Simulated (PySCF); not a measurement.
CH₂F₄SeSi.
Z-matrix (Å and degrees, PBE0-D3(BJ)/def2-SVP geometry), rows numbered from 1:
```
F 
C   1  1.3506
Se  2  1.9702  1  112.12
Si  3  2.2338  2   94.29  1   -69.29
F   4  1.6048  3  109.47  2   -29.16
F   4  1.5999  3  110.36  2  -148.75
F   4  1.5992  3  114.62  2    91.16
H   2  1.1006  1  110.45  3   116.18
H   2  1.0986  1  110.03  3  -120.89
```

Theory: PBE0-D3(BJ)/def2-SVP geometry optimisation, gas phase in PySCF.

Take the most abundant isotopes and a rigid rotor. The values belong to one conformer with, in the numbering `[F:1][CH2:2][Se:3][Si:4]([F:5])([F:6])[F:7]`, F1–C2–Se3–Si4 -69°.

(1) What are A, B and C (MHz)?

(2) Classify the top.

(3) Is it planar, by Δ = Ic − Ia − Ib?

(4) Give the other two planar moments, Paa and Pbb, and the rms extents of the mass along the axes.

(5) Give the coordinates in the principal-axis frame, origin at the centre of mass.

(6) Where do the levels up to J = 5 lie, in cm⁻¹?

(7) Which types of transition are allowed, and where do some lines up to J = 3 fall?

(8) Estimate the classical rotational partition function at 10 K, 298.15 K and 500 K.

Answers

(1) Ia = 255.51, Ib = 453.10, Ic = 565.35 u·Å²; 505379 MHz·u·Å²/I gives A = 1978, B = 1115, C = 893.9 MHz.

(2) An asymmetric top; Ray's κ = -0.591.

(3) Not planar: Δ = Ic − Ia − Ib = -143.27 u·Å². For a rigid frame Δ = −2 Σ m c², so Σ m c² = 71.63 u·Å² lies off the ab plane: 2.83 from hydrogen and 68.81 from heavier atoms. The atom farthest from that plane is 1.50 Å away.

(4) Paa = Σ m a² = (Ib + Ic − Ia)/2 = 381.46 and Pbb = Σ m b² = (Ia + Ic − Ib)/2 = 183.88 u·Å². With the mass M = 197.90 u, the rms extents √(P/M) along a, b and c are 1.39, 0.96, 0.60 Å.

(5) The sense of each axis is arbitrary; atoms in the order of the calculation.
| atom | mass (u) | a (Å) | b (Å) | c (Å) |
| --- | --- | --- | --- | --- |
| F1 | 18.998 | 1.859 | 1.688 | -0.347 |
| C2 | 12.000 | 1.834 | 0.693 | 0.567 |
| Se3 | 79.917 | 0.827 | -0.875 | -0.071 |
| Si4 | 27.977 | -1.154 | 0.153 | 0.010 |
| F5 | 18.998 | -1.128 | 1.275 | 1.158 |
| F6 | 18.998 | -2.313 | -0.897 | 0.345 |
| F7 | 18.998 | -1.582 | 0.881 | -1.348 |
| H8 | 1.008 | 2.851 | 0.314 | 0.749 |
| H9 | 1.008 | 1.373 | 1.049 | 1.498 |

(6) Above 0(0,0):
J = 1: 1(0,1) 0.0670, 1(1,1) 0.0958, 1(1,0) 0.1032
J = 2: 2(0,2) 0.1998, 2(1,2) 0.2225, 2(1,1) 0.2446, 2(2,1) 0.3309, 2(2,0) 0.3322
J = 3: 3(0,3) 0.3961, 3(1,3) 0.4117, 3(1,2) 0.4559, 3(2,2) 0.5320, 3(2,1) 0.5380, 3(3,1) 0.6950, 3(3,0) 0.6952
J = 4: 4(0,4) 0.6534, 4(1,4) 0.6629, 4(1,3) 0.7358, 4(2,3) 0.7991, 4(2,2) 0.8159, 4(3,2) 0.9653, 4(3,1) 0.9662, 4(4,1) 1.1906, 4(4,0) 1.1906
J = 5: 5(0,5) 0.9701, 5(1,5) 0.9753, 5(1,4) 1.0825, 5(2,4) 1.1315, 5(2,3) 1.1666, 5(3,3) 1.3035, 5(3,2) 1.3070, 5(4,2) 1.5285, 5(4,1) 1.5286, 5(5,1) 1.8181, 5(5,0) 1.8181

(7) The dipole components are |μa| = 2.06 D, |μb| = 0.73 D, |μc| = 1.31 D. Intensities carry the squares of the components, which stand as 1.00 : 0.13 : 0.41 (a : b : c). Some of the stronger lines:

```tsv
type	branch	J(Ka,Kc)	MHz	lower level (cm⁻¹)
b	Q	2(1,1) ← 2(0,2)	1343	0.200
b	Q	3(1,2) ← 3(0,3)	1792	0.396
a	R	1(0,1) ← 0(0,0)	2009	0.000
c	Q	3(2,2) ← 3(1,2)	2281	0.456
c	Q	2(2,1) ← 2(1,1)	2587	0.245
b	Q	2(2,0) ← 2(1,1)	2625	0.245
b	R	1(1,1) ← 0(0,0)	2872	0.000
b	Q	3(2,2) ← 3(1,3)	3606	0.412
b	R	3(1,2) ← 2(2,1)	3747	0.331
b	R	2(1,2) ← 1(0,1)	4660	0.067
b	Q	3(3,0) ← 3(2,1)	4711	0.538
c	R	2(1,1) ← 1(0,1)	5324	0.067
a	R	3(0,3) ← 2(0,2)	5885	0.200
a	R	3(2,2) ← 2(2,1)	6028	0.331
c	R	2(2,0) ← 1(1,0)	6865	0.103
c	R	2(2,1) ← 1(1,1)	7049	0.096
b	R	2(2,0) ← 1(1,1)	7086	0.096
c	R	3(1,2) ← 2(0,2)	7677	0.200
c	R	3(2,1) ← 2(1,1)	8796	0.245
```

(8) Point group C1, symmetry number σ = 1; q = (√π/σ)·√((kT/h)³/(ABC)), k/h = 20836.6 MHz/K: 3800 at 10 K, 618000 at 298.15 K, 1340000 at 500 K.

Not checked by PBE0-D3(BJ)/def2-SVP frequencies. No vibrational averaging or centrifugal distortion is included, and the geometry carries the error of its method.
